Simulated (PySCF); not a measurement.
C3H8FNSi, SMILES F[SiH2]/C=N/CC.

The structure is a stationary point at PBE0-D3(BJ)/def2-SVP. The structure was generated by enumeration; whether it is a known compound was not checked. Other conformers were not sampled.

All values below come from PBE0-D3(BJ)/def2-SVP (PySCF).

Frequencies are harmonic and unscaled.

Problem. Estimate the vibrational spectrum. (The exact figures need the calculation; the answer reports its results.)

Solution. 
```csv
mode,ν (cm⁻¹),IR (km/mol),moving atoms (share of kinetic energy)
1,32,2.5,"F 33 %, H 27 %, C 24 %, Si 13 %"
2,95,3.7,"C 36 %, H 22 %, N 20 %, Si 13 %, F 9 %"
3,101,7.6,"C 27 %, N 26 %, H 21 %, F 20 %"
4,159,2.2,"C 52 %, H 41 %"
5,238,4.0,"H 69 %, F 12 %"
6,276,2.5,"F 25 %, C 24 %, H 22 %, N 17 %, Si 12 %"
7,396,9.1,"H 31 %, N 27 %, C 24 %, Si 17 %"
8,441,5.8,"C 38 %, H 29 %, N 26 %"
9,617,61.6,"H 71 %, Si 17 %"
10,728,16.6,H 92 %
11,785,14.8,"H 45 %, C 36 %, Si 15 %"
12,827,7.7,"H 70 %, C 21 %"
13,864,15.7,"F 42 %, H 38 %, Si 15 %"
14,900,87.2,"H 47 %, C 26 %, N 15 %"
15,928,278.2,"H 65 %, Si 15 %, C 8 %"
16,936,33.5,"H 68 %, C 26 %"
17,963,120.3,"H 81 %, Si 14 %"
18,1083,11.9,"C 57 %, H 33 %, N 10 %"
19,1126,9.0,"H 46 %, C 44 %, N 10 %"
20,1167,8.6,"H 53 %, C 36 %, N 11 %"
21,1274,0.4,"H 88 %, C 11 %"
22,1317,23.4,"H 73 %, C 17 %, N 9 %"
23,1360,15.4,"H 73 %, C 25 %"
24,1396,16.9,"H 69 %, C 30 %"
25,1457,12.2,H 96 %
26,1461,3.9,H 95 %
27,1481,4.3,H 93 %
28,1757,6.9,"C 51 %, N 47 %"
29,2264,72.8,H 98 %
30,2270,128.8,H 96 %
31,2973,50.6,H 92 %
32,2986,49.8,H 94 %
33,3063,17.6,H 97 %
34,3084,11.9,"H 91 %, C 9 %"
35,3162,15.6,"H 90 %, C 10 %"
36,3170,12.0,"H 90 %, C 10 %"
```
